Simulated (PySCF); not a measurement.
Structure problem from calculated spectra and properties.

Formula: C4H13FSSi2.

- NMR, other nuclei: isotropic shieldings of nuclei other than C and H, by class: 440 (1 F), 339 (1 Si), 408 (1 Si), 655 (1 S) ppm [GIAO PBE0/pcSseg-1]
- Rotational structure: rotational constants A, B, C: 1.662, 0.663, 0.547 GHz [GFN2-xTB]
- 13C NMR: chemical shifts (computed TMS as zero) by class: 43.4 (1 C), 25.8 (1 C), 25.2 (2 C) ppm [GIAO PBE0/pcSseg-1]
- Dipole: 2.73 D [PBE0/pcSseg-1]
- 1H NMR: chemical shifts (computed TMS as zero) by class: 5.75 (2 H), 3.73 (2 H), 2.83 (2 H), 1.39 (1 H), 1.22 (6 H) ppm [GIAO PBE0/pcSseg-1]

Electronic properties: PySCF, gas phase, density fitting. Levels stand in brackets. Geometry: GFN2-xTB, one conformer, isolated molecule. Each NMR value is the plain mean over a class of atoms that symmetry, rotation or inversion makes alike.

**Question.** What is the compound? Reason from the data.

**Answer.** Numbering: `[CH3:1][C:2]([CH3:3])([CH2:4][SH:5])[SiH2:6][SiH2:7][F:8]`. Its formula, C4H13FSSi2, gives 0 degrees of unsaturation, so no ring and no π bond. 4 carbons fall into 3 classes; from least to most shielded: sp3 carbon bound to sulfur [C4] (43.4 ppm), sp3 carbon bound to silicon [C2] (25.8 ppm), methyl carbon [C1/C3] (25.2 ppm, 2 C). Hydrogen classes from least to most shielded: 2 H on a fluorine-bound silicon, Si7 (5.75 ppm), 2 H on an SiH2 silicon, Si6 (3.73 ppm), 2 H on an sp3 carbon bound to sulfur, C4 (2.83 ppm), 1 H on a thiol sulfur, S5 (1.39 ppm), 6 H on 2 methyl carbons, C1/C3 (1.22 ppm, a mean of values up to 1.7 ppm apart in this geometry). The other shieldings belong to: 440 ppm, silicon-bound fluorine [F8]; 339 ppm, fluorine-bound silicon [Si7]; 408 ppm, SiH2 silicon [Si6]; 655 ppm, thiol sulfur [S5]. The optimised geometry has point group C1 and is an asymmetric top. Structure: `C(CS)([SiH2][SiH2]F)(C)C`. Computed isomers that give other values at the same levels: `CCS[Si@@H](CF)C[SiH3]` (13C chemical shifts (computed TMS as zero) by class: 80.2 (1 C), 27.1 (1 C), 19.8 (1 C), -12.5 (1 C) ppm); `CC[Si@H](CF)SC[SiH3]` (13C chemical shifts (computed TMS as zero) by class: 75.7 (1 C), 7.6 (1 C), 7.2 (1 C), 4.9 (1 C) ppm); `C[C@H](S)C[SiH2][SiH2]CF` (13C chemical shifts (computed TMS as zero) by class: 79.5 (1 C), 43.1 (1 C), 34.4 (1 C), 27.8 (1 C) ppm). The assignments are read from this structure; whether some other isomer fits the data as well wasn't checked.

Conformer computed: `[CH3:1][C:2]([CH3:3])([CH2:4][SH:5])[SiH2:6][SiH2:7][F:8]`: C1–C2–C4–S5 59°, C1–C2–Si6–Si7 56°, C2–Si6–Si7–F8 60°, H–S5–C4–C2 75°.
